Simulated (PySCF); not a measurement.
**Mayer bond orders and bond lengths**

Species: C3H12B2N2.
Numbering: `[CH2:1]=[CH:2][B@H-:3]1[NH2+:4][B@@H-:5]([CH3:6])[NH2+:7]1` (hydrogens: H8, H9 on C1; H10 on C2; H11 on B3; H12, H13 on N4; H14 on B5; H15, H16, H17 on C6; H18, H19 on N7)

Geometry (PBE0-D3(BJ)/def2-SVP, Å), atoms numbered from 1 in this order:
```
atom  x, y, z in Å
C1    -2.5402   -0.9640    0.0313
C2    -1.8064   -0.2743   -0.8494
B3    -0.6348    0.7510   -0.5343
N4    -0.1303    0.7331    0.9724
B5     1.3211    0.3273    0.4181
C6     1.8291   -1.0838    0.9692
N7     0.7841    0.2588   -1.0938
H8    -2.3936   -0.8692    1.1159
H9    -3.3403   -1.6495   -0.2674
H10   -2.0472   -0.4314   -1.9122
H11   -0.8511    1.8954   -0.9054
H12   -0.5661    0.0194    1.5542
H13   -0.1836    1.6225    1.4590
H14    2.0930    1.2665    0.5424
H15    1.0832   -1.8881    0.8314
H16    2.0619   -1.0353    2.0463
H17    2.7543   -1.4059    0.4626
H18    0.7843   -0.6755   -1.4982
H19    1.2386    0.8925   -1.7438
```

Bond orders from the PBE0/pcSseg-1 density (PySCF). Geometry: PBE0-D3(BJ)/def2-SVP, one conformer, isolated molecule.

Where do the orders between heavy atoms depart from those drawn in the SMILES?

The largest departure is 0.310, at B5–N7 (drawn single, 0.690). Drawn single, order below 0.88: B3–N4 (0.713), N4–B5 (0.695), B5–N7 (0.690) and N7–B3 (0.697). The SMILES, with its formal charges, is one Lewis structure only.

Set the Mayer orders of the bonds beside their lengths.

| bond | drawn as | length (Å) | Mayer order |
| --- | --- | --- | --- |
| C1–C2 | double | 1.338 | 1.984 |
| C2–B3 | single | 1.588 | 0.941 |
| B3–N4 | single | 1.589 | 0.713 |
| N4–B5 | single | 1.606 | 0.695 |
| B5–C6 | single | 1.598 | 1.069 |
| B5–N7 | single | 1.606 | 0.690 |
| N7–B3 | single | 1.603 | 0.697 |
| C1–H8 | single | 1.099 | 0.951 |
| C1–H9 | single | 1.095 | 0.956 |
| C2–H10 | single | 1.101 | 0.951 |
| B3–H11 | single | 1.222 | 0.962 |
| N4–H12 | single | 1.019 | 0.925 |
| N4–H13 | single | 1.015 | 0.939 |
| B5–H14 | single | 1.222 | 0.961 |
| C6–H15 | single | 1.106 | 0.941 |
| C6–H16 | single | 1.103 | 0.965 |
| C6–H17 | single | 1.103 | 0.965 |
| N7–H18 | single | 1.018 | 0.939 |
| N7–H19 | single | 1.015 | 0.937 |

By pair of heavy elements: B–C: lowest C2–B3 (0.941, 1.588 Å), highest B5–C6 (1.069, 1.598 Å); in 1 of the 1 pairs the longer bond (by over 0.003 Å) has the higher order (by 0.02 or more). B–N: lowest B5–N7 (0.690, 1.606 Å), highest B3–N4 (0.713, 1.589 Å).

Sum the orders of all bonds at each heavy atom with more than one neighbour and set the sums beside the valence in the SMILES.

C1 3.891 (drawn 4), C2 3.876 (drawn 4), B3 3.313 (drawn 4), N4 3.272 (drawn 4), B5 3.415 (drawn 4), C6 3.940 (drawn 4), N7 3.263 (drawn 4). Orders between atoms that aren't bonded are not in these sums.

For a closed shell the Mayer order of atoms A and B is Σ (PS)μν (PS)νμ over the basis functions μ on A and ν on B, with P the density and S the overlap matrix.

These values come from a run that also computed NMR shieldings. Hardware: an Arm Neoverse N1 with one thread, no GPU, on a shared host. Cost: 58 s of wall time (grids of density and orbitals included), 1.0 GiB resident at most.
